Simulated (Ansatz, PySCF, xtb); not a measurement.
Reaction R1 + R2 → P1 + P2, each structure at its B3LYP-D3(BJ)/def2-TZVP stationary point, reached from a drawn start (curvature not checked).
R1: Cl2MoO2 (SMILES [O]=[Mo](=[O])([Cl])[Cl]), charge 0, multiplicity 1.
P1: ClHMoO2 (SMILES [O]=[MoH](=[O])[Cl]), charge 0, multiplicity 1.
R2: H2 (SMILES [H][H]), charge 0, multiplicity 1.
P2: HCl (SMILES Cl), charge 0, multiplicity 1.

```tsv
level	reaction energy (eV)
GFN2-xTB	-0.676
HF/def2-QZVPP	0.905
SVWN5/def2-TZVPP	1.262
PBE/def2-TZVPP	1.263
PBE-D3(BJ)/def2-TZVPP	1.306
revPBE-D4/def2-TZVPP	1.343
r2SCAN/def2-TZVPP	1.358
r2SCAN-D4/def2-TZVPP	1.369
BHLYP-D4/def2-TZVPP	1.151
M06-2X/def2-TZVPP	1.199
CAM-B3LYP-D3(BJ)/def2-TZVPP	1.145
B2PLYP/def2-TZVPP	1.286
B2PLYP-D3(BJ)/def2-TZVPP	1.340
B2PLYP-D4/def2-TZVPP	1.323
MP2/def2-QZVPP	1.511
SCS-MP2/def2-SVP	1.317
CCSD/def2-SVP	0.989
CCSD(T)/def2-TZVPP	1.167
CCSD(T)/def2-QZVPP	1.197
CCSD(T)/CBS(def2-TZVPP, def2-QZVPP)	1.204
```

P less R. No zero-point or thermal terms; no spin–orbit coupling.

Cores are frozen in the correlated methods. CBS: X⁻³ extrapolation of the correlation energy, Hartree–Fock from the larger set.

Codes used: Ansatz (Gaussian basis) for Hartree–Fock, density functionals and correlated methods; PySCF for M06-2X and the D3/D4 terms; xtb for the GFN methods. Each number belongs to the level named beside it. Elements past Kr take the def2 small-core potentials, without spin–orbit coupling.

Ansatz is an electronic-structure program.
